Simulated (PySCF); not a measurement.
C$_{3}$H$_{7}$ClSi, SMILES `C(=C(\C)[SiH3])/Cl`, neutral singlet in the gas phase. 

Cartesian coordinates (Å):
SMILES: [SiH3]/C(=C\Cl)C
```xyz
12

C     -1.3903    -0.6929    -0.0804
C     -0.1893     0.2103    -0.0089
Si     1.5226    -0.5527     0.0793
C     -0.3636     1.5206    -0.0096
Cl     0.9400     2.6626     0.0690
H     -1.4362    -1.3507     0.7897
H     -1.3409    -1.3390    -0.9590
H     -2.3205    -0.1257    -0.1273
H      1.3513    -2.0227     0.0602
H      2.3437    -0.1499    -1.0806
H      2.2125    -0.1659     1.3268
H     -1.3295     2.0061    -0.0591
```
Charge 0, multiplicity 1.

All levels are single points at this geometry (CAM-B3LYP-D3(BJ)/def2-TZVP); Pople sets use spherical d functions. Orbital energies aren't observables, and empty levels follow the basis.

TPSSh-D3(BJ)/def2-TZVP in PySCF gives gap (eV) = 5.68.

Problem. Estimate the gap (eV) from each of these levels: CAM-B3LYP-D3(BJ)/def2-TZVP in PySCF; B3LYP/3-21G in PySCF; B3LYP/6-311+G** in PySCF; BP86/6-31G* in PySCF; SVWN5/6-31G* in PySCF.

Solution. 
```tsv
level	gap (eV)
CAM-B3LYP-D3(BJ)/def2-TZVP in PySCF	9.17
B3LYP/3-21G in PySCF	6.73
B3LYP/6-311+G** in PySCF	6.35
BP86/6-31G* in PySCF	4.84
SVWN5/6-31G* in PySCF	4.77
```
